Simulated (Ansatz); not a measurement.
Coupled-cluster diagnostics for W₂O₂⁺, Ansatz.

Geometry of the doublet (r2SCAN-D4/def2-TZVP):

```
atom   x (Å)   y (Å)   z (Å)
  W1   1.312   0.092   0.887
  W2  -0.198   0.495  -0.802
  O3  -0.672  -1.060  -1.278
  O4  -0.442   0.474   1.193
```

In the def2 sets W takes a core potential; there is no spin–orbit coupling. Correlated methods freeze 2 core orbitals; core or outer-core shells of W are correlated, in sets that lack core-valence functions. Another isomer (doublet) lies 0.36 eV lower at PBE0-D4/def2-TZVP; other spin states weren't run for this one.

Problem. Estimate the CCSD(T) correlation energy, the shares of MP2 and (T), T1 and the reference's ⟨S²⟩ for: charge 1, doublet, own geometry in def2-TZVP; and the rough time on 4 threads of Arm Neoverse V2 on a shared host.

Solution. 
```tsv
state	basis	correlation (eV)	MP2 share (%)	(T) share (%)	T1	⟨S²⟩ (pure)	wall time	remarks
charge 1, doublet, own geometry	def2-TZVP	-31.675	95.1	5.9	0.083	3.24 (0.75)	4.1 min	large T1, spin-contaminated
```
Customary marks for T1 are 0.02 (closed shells), 0.045 (open shells) and about 0.05 (3d metals). T1 exceeds 0.02 in 1 of 1 rows and 0.045 in 1; the higher it lies, the less the single-reference result can be trusted.
